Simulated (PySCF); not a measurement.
## Ionisation energy of F²⁺ by level of theory

F²⁺ [He] 2s2 2p3 (4S) → F³⁺ [He] 2s2 2p2 (3P), as a difference of total energies. Calculation: PySCF 2.14, in ANO-RCC-VTZP (4s3p2d1f, 30 functions); the spin-free X2C one-electron Hamiltonian (Gaussian nucleus). Correlated levels: valence and next inner shell: nothing frozen. The calculations carry no spin-orbit coupling.

```csv
method,ionisation energy (eV),plus first-order spin-orbit estimate,difference from reference of that sum (eV)
UHF,62.221,62.165,-0.543
MP2 (valence and next inner shell),62.796,62.741,+0.033
SCS-MP2 (valence and next inner shell),62.540,62.485,-0.223
CCSD (valence and next inner shell),62.577,62.521,-0.187
CCSD(T) (valence and next inner shell),62.578,62.522,-0.186
CCSDT (valence and next inner shell),62.576,62.521,-0.187
```

Reference: 62.708 eV (semi-empirical (NIST evaluation); NIST Atomic Spectra Database, ionization energies).

A first-order spin-orbit estimate (lowest level to lowest level, LS coupling) adds -0.056 eV.

Errors of the correlated levels include the incompleteness of this basis.
